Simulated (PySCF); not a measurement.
```xyz
5

F     -0.7741     1.3909    -0.2282
Si    -0.1015    -0.0084     0.0017
F     -0.5866    -0.5677     1.3854
F     -0.5939    -0.9836    -1.1249
Br     2.0561     0.1689    -0.0340
```

Charge 0, multiplicity 1.

Q: Give the Mulliken and meta-Löwdin atomic charges from PBE-D3(BJ)/def2-TZVP // r2SCAN-D4/def2-TZVP (PySCF 2.14.0).

A: 
```tsv
atom	Mulliken (e)	meta-Löwdin (e)
F1	-0.22	-0.45
Si2	0.79	1.56
F3	-0.22	-0.45
F4	-0.22	-0.45
Br5	-0.12	-0.20
```
